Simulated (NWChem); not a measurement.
# Atomisation of hexafluoropropene (C$_{3}$F$_{6}$)

```xyz
9

F      2.4775    -0.2896     0.7567
C      1.3832     0.2310     0.2613
F      1.5702     1.4452    -0.1869
C      0.2212    -0.4323     0.2324
F      0.1644    -1.6726     0.7267
C     -1.0940     0.0597    -0.3063
F     -2.0209     0.0830     0.6621
F     -0.9888     1.2893    -0.8174
F     -1.5428    -0.7609    -1.2662
```
Charge 0, spin multiplicity 1.

Everything below was run with NWChem. The geometry was optimised at B3LYP/def2-SVP, with no frequency check, so it may be a saddle point.

Basis set: def2-SVP. The atomisation energy is electronic alone: no zero-point, thermal, spin-orbit or counterpoise terms. No value is extrapolated to the basis-set limit. Free atoms are single determinants with multiplicities F 2, C 3. Correlated methods freeze the same cores in atoms and molecule, 9 orbitals in all.

| method | atomisation energy (kcal/mol) | relative cost |
|---|---|---|
| LDA (SVWN5) | 1189.6 | 1 |
| BHandHLYP | 868.1 | under 3 |
| B3LYP | 936.2 | under 3 |
| MP2 | 920.3 | under 3 |
| HF | 610.5 | under 3 |
| CAM-B3LYP | 954.9 | 10 |
| PBE | 1010.9 | under 3 |
| PBE0 | 953.0 | under 3 |
| BP86 | 992.7 | under 3 |

The values span 579.1 kcal/mol, from HF (lowest) to LDA (SVWN5) (highest). Relative cost: rough, from shared machines, SCF included, LDA (SVWN5) = 1. Costs are the molecule's.

B3LYP has NWChem's definition, with VWN1-RPA local correlation. GW and range-separated runs recompute their integrals, the others keep them in memory, which bears on the times. The stability of the SCF solutions was not checked. Open-shell Hartree-Fock references start from PBE0 orbitals; any time given for them includes that run.
